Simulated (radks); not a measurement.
The numbers below are computed, except where a source is named.
Radial electron density D(r) = 4 pi r^2 rho(r) of an atom or ion with 13 electrons. Code: a radial shooting solver on a logarithmic mesh with Libxc functionals. Model: scalar-relativistic Kohn-Sham, PBE, spin-unpolarised, spherical densities, finite nucleus; Fermi nuclear charge, rms radius of each element as measured or else 0.836 A^(1/3) + 0.57 fm.

r (bohr)  D(r) (e/bohr)
0.001637          3.449
0.001845          4.228
0.002081          5.169
0.002346          6.300
0.002624          7.557
0.002958          9.149
0.003336          11.03
0.003761          13.24
0.00424           15.80
0.004743          18.53
0.005348          21.85
0.006029          25.57
0.006798          29.67
0.007604          33.79
0.008573          38.45
0.009666          43.23
0.0109            47.96
0.01229           52.44
0.01374           56.15
0.0155            59.39
0.01747           61.61
0.0197            62.62
0.02221           62.32
0.02484           60.94
0.02801           58.53
0.03158           55.64
0.03561           52.94
0.04015           51.21
0.04491           51.08
0.05063           52.95
0.05709           56.87
0.06437           62.21
0.07258           67.74
0.08118           71.60
0.09153           72.79
0.1032            69.82
0.1164            62.50
0.1312            51.89
0.1467            40.81
0.1654            29.92
0.1865            21.89
0.2103            17.35
0.2371            15.54
0.2652            14.87
0.2991            13.71
0.3372            11.39
0.3802            8.185
0.4252            5.174
0.4794            2.650
0.5406            1.110
0.6095           0.3718
0.6872          0.09726
0.7686          0.02172
0.8667         0.003249
0.9771        0.0003464

What is the nuclear charge?

Answer. Z = 49. The innermost maximum, from 1s, lies near gamma/Z bohr with gamma = sqrt(1 - (Z/c)^2) = 0.934, here 0.0191 bohr (found: 0.0203), and its height grows with Z. The density is that of the indium ion In36+ in [Ne] 3s2 3p1; the configuration itself is not fixed sharply by these data, and Z only to a few units. D(r) has 2 maxima, at r = 0.0203, 0.0894 bohr, and minima at 0.0428 bohr, inside which lie 2.06 electrons.
